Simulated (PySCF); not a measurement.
The same groups moved round the core (silole mercapto). Isolated molecules, 0 K electronic values unless said otherwise. One relaxed conformer stands for each flexible species; it need not be the lowest. Strings in code marks are SMILES.

The LUMO from two functionals at the same geometries (PBE0-D3(BJ)/def2-TZVP), both in PySCF: PBE-D3(BJ)/def2-TZVP and PBE0-D3(BJ)/def2-TZVP. 

```json
[
 {"species": "`SC1=CC=C[SiH2]1` (H–S–C–Si torsion 0°)", "PBE-D3(BJ)/def2-TZVP (eV)": "-2.43", "PBE0-D3(BJ)/def2-TZVP (eV)": "-1.60"},
 {"species": "`C1=CC(=C[SiH2]1)S` (H–S–C–C torsion 180°)", "PBE-D3(BJ)/def2-TZVP (eV)": "-2.48", "PBE0-D3(BJ)/def2-TZVP (eV)": "-1.62"},
 {"species": "`S[SiH]1C=CC=C1` (H–S–Si–C torsion 54°)", "PBE-D3(BJ)/def2-TZVP (eV)": "-2.74", "PBE0-D3(BJ)/def2-TZVP (eV)": "-1.85"}
]
```

Over these rows, drawn at random from the members with no instability flagged (it was tested for open shells, ions and some series alone), PBE minus PBE0-D3(BJ): mean -0.86 eV, from -0.89 eV to -0.83 eV.
